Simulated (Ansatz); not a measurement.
Total energies of C₃H₃F₅, SMILES `FCC(F)(F)C(F)F`.

```xyz
11

F    -0.3663   -1.5784   -1.1683
C     0.0884   -0.2885   -1.2832
C     0.5432    0.2064    0.0732
F     1.6140   -0.5044    0.4921
F     0.9226    1.4944   -0.0632
C    -0.5283    0.0982    1.1623
F    -0.0765    0.6647    2.2927
F    -1.6299    0.7674    0.7580
H     0.9410   -0.2621   -1.9659
H    -0.7176    0.3474   -1.6539
H    -0.7906   -0.9451    1.3563
```

The species carries charge 0 and has multiplicity 1. The geometry is a stationary point of PBE0-D4/def2-TZVP. It is one conformer, not always the lowest. Basis def2-TZVPP, Ansatz.

RPA on PBE orbitals: Hartree–Fock energy of these orbitals -612.70539 Eh, correlation -2.61681 Eh (frozen core).

```json
{"functional": "CAM-B3LYP", "kind": "range-separated hybrid", "energy without D4 (Eh)": "-615.43503", "D4 term (kJ/mol)": "-16.7"}
{"functional": "ωB97X-V", "kind": "range-separated hybrid GGA with VV10", "energy without D4 (Eh)": "-615.40641", "D4 term (kJ/mol)": "–"}
```

(1) Give the same for LDA (SPW92), PBE, revPBE, BLYP, r2SCAN, B97M-V, PBE0, B3LYP, r2SCANh, r2SCAN0, HSE06 (plane-wave form), BHLYP, LC-ωPBE, ωB97M-V, B2PLYP, PBE-QIDH. (Estimate.)

B3LYP takes the VWN-RPA correlation (the form of Gaussian; ORCA's B3LYP/G). HSE06 is the plane-wave form, built on full-range PBE exchange. The double hybrids freeze the cores in their second-order part.

Results:

(1) Computed: 
```tsv
functional	kind	energy without D4 (Eh)	D4 term (kJ/mol)
LDA (SPW92)	LDA	-611.38788	–
PBE	GGA	-614.98394	-20.3
revPBE	GGA	-615.38899	-72.0
BLYP	GGA	-615.51159	-45.7
r2SCAN	meta-GGA	-615.33263	-5.2
B97M-V	meta-GGA with VV10	-615.42206	–
PBE0	global hybrid, 25 % exact exchange	-614.99150	-16.9
B3LYP	global hybrid, 20 %	-615.59927	-32.2
r2SCANh	meta-GGA hybrid, 10 %	-615.29963	-5.4
r2SCAN0	meta-GGA hybrid, 25 %	-615.25227	-5.9
HSE06 (plane-wave form)	screened hybrid	-614.96559	-15.5
BHLYP	global hybrid, 50 %	-615.34829	-21.5
LC-ωPBE	long-range corrected hybrid	-615.26143	–
ωB97M-V	range-separated hybrid meta-GGA with VV10	-615.44182	–
B2PLYP	double hybrid	-615.23560	–
PBE-QIDH	double hybrid	-614.91490	–
```

LC-ωPBE has ω = 0.4 bohr⁻¹.
